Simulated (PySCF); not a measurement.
A structure optimised at PBE-D3(BJ)/def2-SVP, used in a PySCF frequency run:

```xyz
11

Si     0.0000     0.0000    -1.1120
Ge     1.9671     0.0000     0.2522
Ge    -1.9671     0.0000     0.2522
H      0.0000     1.2200    -1.9970
H      0.0000    -1.2200    -1.9970
H      1.9868    -1.2571     1.1620
H      1.9868     1.2571     1.1620
H      3.2557     0.0000    -0.6130
H     -3.2557     0.0000    -0.6130
H     -1.9868    -1.2571     1.1620
H     -1.9868     1.2571     1.1620
```
Charge 0, spin multiplicity 1.

### Question
Write its SMILES, formula and point group.

### Answer
[GeH3][SiH2][GeH3], Ge₂H₈Si, C2v

### Question
What are its rotational constants (standard atomic weights)?

### Answer
7.4927, 0.83019, 0.76869 GHz
